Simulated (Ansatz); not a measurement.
Cost and result for the atomization energy of C$_{9}$H$_{9}$N (`Cc1cccc(C)c1C#N`) (19 atoms, 19 bonds).

Cartesian coordinates in Å:
```
C -1.1926 1.9069 1.3182
C -0.2997 1.1192 0.4149
C 0.6639 1.7359 -0.3698
C 1.4831 0.9905 -1.2023
C 1.3549 -0.3876 -1.2668
C 0.4056 -1.0484 -0.5007
C 0.2531 -2.5341 -0.5571
C -0.4136 -0.2762 0.3354
C -1.3965 -0.9329 1.1326
N -2.1901 -1.4644 1.7779
H -0.9640 2.9710 1.2601
H -1.0839 1.5862 2.3576
H -2.2440 1.7645 1.0549
H 0.7711 2.8139 -0.3254
H 2.2307 1.4898 -1.8083
H 2.0001 -0.9631 -1.9209
H -0.7555 -2.8150 -0.8717
H 0.4109 -2.9840 0.4266
H 0.9663 -2.9723 -1.2550
```

Total charge 0; spin multiplicity 1. Geometry: relaxed with PBE0-D4/def2-TZVP. Program: Ansatz. All runs use 2 threads of an AMD EPYC 7R13 on a shared host and a share of an NVIDIA H100 80 GB. Times are those of one run each, without the atoms' runs, and a repeat can differ threefold. Electronic energies, without spin–orbit coupling; frozen cores. CCSD(T)/CBS adds CCSD(T) − MP2 in def2-TZVPP to the MP2 limit, and its time is that of the two runs behind it. T1 = 0.012; the RHF reference is unstable towards UHF. B3LYP takes the VWN-RPA correlation (the form of Gaussian; ORCA's B3LYP/G).

CCSD(T)/CBS is a level of theory with its own doubt, some kJ/mol a heavy atom from the limit and from the frozen cores, so smaller differences don't rank the functionals.

```
                            level  functions  wall time  atomization (kcal/mol)  difference from CCSD(T)/CBS  per bond
                 CCSD(T)/def2-SVP        185      2.6 s                  2082.1                        -73.5      -3.9
            r2SCANh-D4/def2-TZVPP        436      2.7 s                  2161.5                          5.9       0.3
                B97M-V/def2-TZVPP        436      2.9 s                  2172.6                         17.0       0.9
B3LYP-D4/def2-TZVPP (with forces)        436        3 s                  2169.7                         14.1       0.7
              PBE-QIDH/def2-TZVPP        436      3.3 s                  2172.0                         16.4       0.9
          CAM-B3LYP-D4/def2-TZVPP        436      3.6 s                  2172.9                         17.3       0.9
           LDA (SPW92)/def2-TZVPP        436      4.3 s                  2499.0                        343.4      18.1
  PBE-D4/def2-TZVPP (with forces)        436      4.7 s                  2245.6                         90.0       4.7
                B2PLYP/def2-TZVPP        436        5 s                  2149.7                         -5.9      -0.3
 ωB97M-V/def2-TZVPP (with forces)        436      6.5 s                  2169.4                         13.8       0.7
                   MP2/def2-QZVPP        840       11 s                  2197.6                         42.0       2.2
               CCSD(T)/def2-TZVPP        436       25 s                  2105.2                        -50.4      -2.7
                CCSD(T)/CBS(def2)          –       36 s                  2155.6                          0.0       0.0
```

From BLYP to BHLYP (50 % exact exchange), in def2-TZVPP and without D4, the atomization energy moves by −63.8 kcal/mol: exact exchange takes away binding that semilocal exchange gives to molecules. Leaving LDA and LC-ωPBE aside and taking each functional with its dispersion term where it has one, the values, not all of them listed here, spread over 148.4 kcal/mol, from BHLYP-D4 to PBE-D4. LDA lies +266.6 kcal/mol from PBE without D4, its usual overbinding. In def2-TZVPP, CCSD(T) changes the Hartree–Fock value by +523.0 kcal/mol (the triples alone add +42.1 kcal/mol) and MP2 by +585.9 kcal/mol; breaking electron pairs costs correlation energy, which Hartree–Fock lacks.
